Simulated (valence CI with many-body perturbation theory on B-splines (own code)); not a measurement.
Level structure of Hf LI

Computed by configuration interaction combined with many-body perturbation theory (CI+MBPT): four valence electrons over a frozen Dirac-Fock core [Ar], radial functions for each j: 7 s, 7 p, 8 d, 6 f, 4 g, 1 h, with the one-electron correlation potential Σ1, the two-electron term Σ2, the three-electron term Σ3, Breit, model QED; selected CI, second order for the rest, scaled by the run's own slope (own B-spline code, finite nucleus).

No measured spectrum was set against this ion. As an estimate, large intervals hold to a few tenths of a per cent, small ones and those within an open d or f shell to about a per cent. Only levels of the ground parity were solved; by the run's estimate the other parity begins above the list, which can be wrong where configurations are misplaced.

Levels 1 to 31 of 31, with energies above the lowest level, (3d3/2^4) J=0. "Leading %" is the weight of the configuration and term that name the level; weights of strongly mixed levels are sums over their largest components and can fall short, so below about 35 % the name and the second component can differ from the true leading terms, or belong to a minority configuration. In the jj column 3d3/2^4 stands for four electrons in 3d with j = 3/2. Lifetimes count E1, E2, E3, M1 and M2 decay at the calculated energies, and are blank where another channel may lead or the interval is too uncertain; long ones can be off by a factor of two.

```tsv
No.	Configuration	Term	J	E (cm⁻¹)	Leading %	Second component	Leading jj	Lifetime
1	3d⁴	³P	0	0	60	26 % 3d⁴ ⁵D	3d3/2^4 (99 %)	
2	3d⁴	⁵D	1	447170	58	42 % 3d⁴ ³P	3d3/2^3 3d5/2 (99 %)	453 ns
3	3d⁴	³F	4	540670	29	24 % 3d⁴ ¹G	3d3/2^3 3d5/2 (99 %)	
4	3d⁴	⁵D	2	562380	35	18 % 3d⁴ ³D	3d3/2^3 3d5/2 (94 %)	41.6 μs
5	3d⁴	³F	3	589540	30	20 % 3d⁴ ³G	3d3/2^3 3d5/2 (95 %)	
6	3d⁴	⁵D	0	962130	67	22 % 3d⁴ ¹S	3d3/2^2 3d5/2^2 (98 %)	180 ns
7	3d⁴	⁵D	2	968580	52	16 % 3d⁴ ³F	3d3/2^2 3d5/2^2 (95 %)	257 ns
8	3d⁴	³H	4	984430	40	36 % 3d⁴ ⁵D	3d3/2^2 3d5/2^2 (98 %)	444 ns
9	3d⁴	⁵D	3	1000200	49	32 % 3d⁴ ³G	3d3/2^2 3d5/2^2 (94 %)	454 ns
10	3d⁴	³H	5	1029700	67	33 % 3d⁴ ³G	3d3/2^2 3d5/2^2 (100 %)	901 ns
11	3d⁴	¹I	6	1052100	53	47 % 3d⁴ ³H	3d3/2^2 3d5/2^2 (99 %)	
12	3d⁴	³D	1	1068200	41	41 % 3d⁴ ³P	3d3/2^2 3d5/2^2 (96 %)	441 ns
13	3d⁴	³F	3	1094400	45	24 % 3d⁴ ³D	3d3/2^2 3d5/2^2 (98 %)	648 ns
14	3d⁴	³G	4	1096500	55	39 % 3d⁴ ¹G	3d3/2^2 3d5/2^2 (98 %)	2.30 μs
15	3d⁴	³F	2	1111300	32	31 % 3d⁴ ³D	3d3/2^2 3d5/2^2 (97 %)	1.49 μs
16	3d⁴	³F	2	1209300	51	28 % 3d⁴ ³P	3d3/2^2 3d5/2^2 (97 %)	340 ns
17	3d⁴	³F	4	1250700	66	27 % 3d⁴ ¹G	3d3/2^2 3d5/2^2 (97 %)	1.21 μs
18	3d⁴	¹D	2	1347500	41	33 % 3d⁴ ³P	3d3/2^2 3d5/2^2 (94 %)	4.88 μs
19	3d⁴	³P	0	1465400	58	42 % 3d⁴ ¹S	3d3/2^2 3d5/2^2 (81 %)	843 ns
20	3d⁴	⁵D	4	1503200	38	24 % 3d⁴ ³H	3d3/2 3d5/2^3 (96 %)	205 ns
21	3d⁴	³F	3	1513600	43	30 % 3d⁴ ⁵D	3d3/2 3d5/2^3 (97 %)	184 ns
22	3d⁴	³D	1	1553700	50	28 % 3d⁴ ³P	3d3/2 3d5/2^3 (97 %)	146 ns
23	3d⁴	³G	5	1559200	67	33 % 3d⁴ ³H	3d3/2 3d5/2^3 (100 %)	372 ns
24	3d⁴	³H	6	1564200	53	47 % 3d⁴ ¹I	3d3/2 3d5/2^3 (99 %)	445 ns
25	3d⁴	³F	2	1625000	47	38 % 3d⁴ ³P	3d3/2 3d5/2^3 (95 %)	227 ns
26	3d⁴	³D	3	1640500	37	32 % 3d⁴ ¹F	3d3/2 3d5/2^3 (98 %)	313 ns
27	3d⁴	¹S	0	1705900	77	18 % 3d⁴ ³P	3d3/2 3d5/2^3 (77 %)	425 ns
28	3d⁴	³F	3	1757500	64	32 % 3d⁴ ¹F	3d3/2 3d5/2^3 (100 %)	367 ns
29	3d⁴	³P	1	1761600	89	9 % 3d⁴ ³D	3d3/2 3d5/2^3 (99 %)	253 ns
30	3d⁴	¹G	4	1763300	66	23 % 3d⁴ ³F	3d3/2 3d5/2^3 (97 %)	314 ns
31	3d⁴	¹D	2	1796000	62	25 % 3d⁴ ³P	3d3/2 3d5/2^3 (89 %)	354 ns
```

The ionisation energy to 3d³ ⁴F3/2 of the next ion comes out as 4573.1 eV (NIST: 4573 ± 4 eV (theoretical)). All 31 levels together are meant to be complete up to 1868100 cm⁻¹.
